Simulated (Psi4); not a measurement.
C2H4N (SMILES [CH]=NC), doublet, geometry from GFN2-xTB; B3LYP5/STO-3G (Psi4 1.11).

Here is a job for Psi4.
```
memory 2 GB

molecule mol {
0 2
  C     1.311208   -0.156682   -0.212008
  N     0.115620   -0.331313   -0.263977
  C    -1.076750    0.256886    0.273155
  H     1.968110    0.546058    0.285321
  H    -1.704178    0.568017   -0.562046
  H    -1.607233   -0.511566    0.835382
  H    -0.872790    1.115461    0.922297
}

set basis sto-3g
set reference uks

energy('b3lyp5')
print_variables()
```

The log (banner, timings and long lists left out):

```
   => Loading Basis Set <=

    Name: STO-3G
    Role: ORBITAL
    Keyword: BASIS

         ---------------------------------------------------------
                                   SCF
               by Justin Turney, Rob Parrish, Andy Simmonett
                          and Daniel G. A. Smith
                              UKS Reference
         ---------------------------------------------------------

  ==> Geometry <==

    Molecular point group: c1
    Full point group: C1

    Geometry (in Angstrom), charge = 0, multiplicity = 2:

       Center              X                  Y                   Z               Mass
    ------------   -----------------  -----------------  -----------------  -----------------
         C            1.258891307335    -0.116107129500    -0.177032269208    12.000000000000
         N            0.063303307335    -0.290738129500    -0.229001269208    14.003074004430
         C           -1.129066692665     0.297460870500     0.308130730792    12.000000000000
         H            1.915793307335     0.586632870500     0.320296730792     1.007825032230
         H           -1.756494692665     0.608591870500    -0.527070269208     1.007825032230
         H           -1.659549692665    -0.470991129500     0.870357730792     1.007825032230
         H           -0.925106692665     1.156035870500     0.957272730792     1.007825032230

  Running in c1 symmetry.

  Rotational constants: A =      2.59436  B =      0.34464  C =      0.32257 [cm^-1]
  Rotational constants: A =  77776.94297  B =  10331.97504  C =   9670.53054 [MHz]
  Nuclear repulsion =   65.917279382358672

  Charge       = 0
  Multiplicity = 2
  Electrons    = 23
  Nalpha       = 12
  Nbeta        = 11

  ==> Algorithm <==

  SCF Algorithm Type is DF.
  DIIS enabled.
  MOM disabled.
  Fractional occupation disabled.
  Guess Type is SAD.
  Energy threshold   = 1.00e-06
  Density threshold  = 1.00e-06
  Integral threshold = 1.00e-12

  ==> Primary Basis <==

  Basis Set: STO-3G
    Blend: STO-3G
    Number of shells: 13
    Number of basis functions: 19
    Number of Cartesian functions: 19
    Spherical Harmonics?: true
    Max angular momentum: 1

  ==> DFT Potential <==

   => LibXC <=

    Version 7.1.2
    S. Lehtola, C. Steigemann, M. J. T. Oliveira, and M. A. L. Marques,  SoftwareX 7, 1–5 (2018) (10.1016/j.softx.2017.11.002)

   => Composite Functional: B3LYP5 <=

    B3LYP5 Hyb-GGA Exchange-Correlation Functional

[...]
      Ntotal   =   23.0000001785 ; deviation = 1.785e-07

   @Spin Contamination Metric:   2.600062139E-03
   @S^2 Expected:                7.500000000E-01
   @S^2 Observed:                7.526000621E-01
   @S   Expected:                5.000000000E-01
   @S   Observed:                5.000000000E-01

    Orbital Energies [Eh]
    ---------------------

    Alpha Occupied:

[...]
    Alpha Virtual:

[...]
      19A      0.835133

    Beta Occupied:

[...]
    Beta Virtual:

[...]
    Final Occupation by Irrep:
              A
    DOCC [    11 ]
    SOCC [     1 ]
    NA   [    12 ]
    NB   [    11 ]

  @DF-UKS Final Energy:  -131.48114139630295

   => Energetics <=

    Nuclear Repulsion Energy =             65.9172793823586716
    One-Electron Energy =                -307.5534204196029577
    Two-Electron Energy =                 125.6153987759771269
    DFT Exchange-Correlation Energy =     -15.4603991350358108
    Empirical Dispersion Energy =           0.0000000000000000
    VV10 Nonlocal Energy =                  0.0000000000000000
    Total Energy =                       -131.4811413963029452

  UHF NO Occupations:
  HONO-2 :   10  A 1.9996459
  HONO-1 :   11  A 1.9991388
  HONO-0 :   12  A 1.0000000
  LUNO+0 :   13  A 0.0008612
  LUNO+1 :   14  A 0.0003541
  LUNO+2 :   15  A 0.0000464
  LUNO+3 :   16  A 0.0000229

Computation Completed

Properties will be evaluated at   0.000000,   0.000000,   0.000000 [a0]

Properties computed using the SCF density matrix

 Multipole Moments:

 ------------------------------------------------------------------------------------
     Multipole            Electronic (a.u.)      Nuclear  (a.u.)        Total (a.u.)
 ------------------------------------------------------------------------------------

 L = 1.  Multiply by 2.5417464519 to convert [e a0] to [Debye]
 Dipole X            :          1.9434679           -2.2738828           -0.3304148
 Dipole Y            :         -1.2529539            1.7635397            0.5105858
 Dipole Z            :         -1.1027944            1.5201690            0.4173747
 Magnitude           :                                                    0.7376133

 ------------------------------------------------------------------------------------

  Variable Map:
  ----------------------------------------------------------------------------
[...]
  Array Variable Map:
  ----------------------------------------------------------------------------
[...]
[...]
```
